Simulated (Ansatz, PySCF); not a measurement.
The Ansatz (an electronic-structure program) input:
Ansatz 0.2 input:
```yaml
crystal:
  periodic: [false, false, false]
  atoms:
    - {symbol: C, position_ang: [-1.67610598, 0.98541659, -1.07040509]}
    - {symbol: C, position_ang: [-1.19070844, 0.71785795, 0.35173221]}
    - {symbol: C, position_ang: [-1.64890645, -0.63895506, 0.84741891]}
    - {symbol: C, position_ang: [0.33059546, 0.81199669, 0.48172225]}
    - {symbol: C, position_ang: [1.04816037, -0.27968169, -0.38376050]}
    - {symbol: C, position_ang: [2.55492856, -0.18368728, -0.04124539]}
    - {symbol: O, position_ang: [0.58476204, -1.50640383, -0.12987006]}
    - {symbol: H, position_ang: [-1.39088231, 0.16853571, -1.72753895]}
    - {symbol: H, position_ang: [-1.25187872, 1.90963993, -1.45674060]}
    - {symbol: H, position_ang: [-2.76022408, 1.07265897, -1.08726425]}
    - {symbol: H, position_ang: [-1.60183563, 1.49960876, 1.00765375]}
    - {symbol: H, position_ang: [-0.88404274, -1.35882879, 0.43982627]}
    - {symbol: H, position_ang: [-2.62803776, -0.92343085, 0.47487330]}
    - {symbol: H, position_ang: [-1.61580379, -0.72052539, 1.93051665]}
    - {symbol: H, position_ang: [0.61205366, 0.64805623, 1.52316519]}
    - {symbol: H, position_ang: [0.69218613, 1.79035404, 0.16454190]}
    - {symbol: H, position_ang: [0.91194761, 0.00086050, -1.44913813]}
    - {symbol: H, position_ang: [2.91622846, 0.82492410, -0.22094263]}
    - {symbol: H, position_ang: [2.71640406, -0.45534520, 0.99846037]}
    - {symbol: H, position_ang: [3.09800753, -0.88296059, -0.67122699]}
basis:
  gaussian:
    orbitals: STO-3G
hamiltonian:
  xc: b3lyp5
magnetization: {spin_polarized: true, initial_magnetization: 1}
accuracy: high
```

Give the equivalent PySCF input.

This is not unique; one that fits is 
```python
from pyscf import gto, scf, dft

mol = gto.M(
    atom='''
C    -1.676106    0.985417   -1.070405
C    -1.190708    0.717858    0.351732
C    -1.648906   -0.638955    0.847419
C     0.330595    0.811997    0.481722
C     1.048160   -0.279682   -0.383761
C     2.554929   -0.183687   -0.041245
O     0.584762   -1.506404   -0.129870
H    -1.390882    0.168536   -1.727539
H    -1.251879    1.909640   -1.456741
H    -2.760224    1.072659   -1.087264
H    -1.601836    1.499609    1.007654
H    -0.884043   -1.358829    0.439826
H    -2.628038   -0.923431    0.474873
H    -1.615804   -0.720525    1.930517
H     0.612054    0.648056    1.523165
H     0.692186    1.790354    0.164542
H     0.911948    0.000861   -1.449138
H     2.916228    0.824924   -0.220943
H     2.716404   -0.455345    0.998460
H     3.098008   -0.882961   -0.671227
''',
    basis='sto-3g',
    charge=0,
    spin=1,
    verbose=4,
)

mf = dft.UKS(mol)
mf.xc = 'b3lyp5'
mf.grids.atom_grid = (99, 590)
mf.grids.prune = None
mf.kernel()
```

Both were run: Ansatz gave -307.549546 Eh and PySCF -307.549547 Eh, 0.001 mEh apart.
